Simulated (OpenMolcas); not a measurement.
Nd⁴⁺: the spin-orbit constant, worked from levels

* Program: OpenMolcas 26.06
* Basis: ANO-RCC-VTZP [8s7p5d3f2g1h]
* Scalar Hamiltonian: DKH2, point nucleus
* Active space: 2 electrons in 12 orbitals (RAS2 4f; RAS3 5d, at most 1 electron)
* State averaging: 2S+1 = 3 even, 21 roots; 2S+1 = 1 even, 28 roots; 2S+1 = 3 odd, 35 roots; 2S+1 = 1 odd, 35 roots
* Spin-orbit coupling: RASSI with atomic mean-field integrals over the reference wave functions, term energies averaged over their components

Methods: RASSCF; SS-RASPT2, IPEA 0.25 Eh, imaginary shift 0.1 Eh (closed shells correlated: 5s 5p). Measured levels: the list in Carvajal Gallego et al., Mon. Not. R. Astron. Soc. 518, 332 (2023).

**The spin-orbit constant.** For the Hund term ³H of f2, E(J) = (A/2) J(J+1) + constant and ζ = 2S·A = 2A. From J = 4 to J = 6 the energy changes by 11 A.

| Source | E(6) - E(4) | A | ζ |
| --- | --- | --- | --- |
| RASSCF | 6096.9 | 554.3 | 1109 |
| SS-RASPT2 | 6112.8 | 555.7 | 1111 |
| measured | 5743.4 | 522.1 | 1044 |

All in cm-1. SS-RASPT2 is off by +6.4 % and RASSCF by +6.2 %. Both methods take the spin-orbit matrix elements from the reference wave functions, so the second can move ζ only through the term energies and any multistate remixing. Second-order mixing with other terms is absorbed into this ζ.

Term energies are means over components that CASPT2 splits; among the terms shown or strongly mixed into the levels shown the widest spread is 34 cm-1 (4f² ³H, SS-RASPT2). Without dynamic correlation excited terms often stand tens of per cent too high (terms of higher spin than the ground term too low), and those without a measured partner can miss by more than the paired ones (holds for RASSCF). Computed and measured levels are paired by configuration, term and J; levels that our copy of the source lacks, or whose pairing is in doubt (as where it misses far off the trend of its configuration), stay unpaired and out of the deviations. Levels of configurations outside the active space are missing.
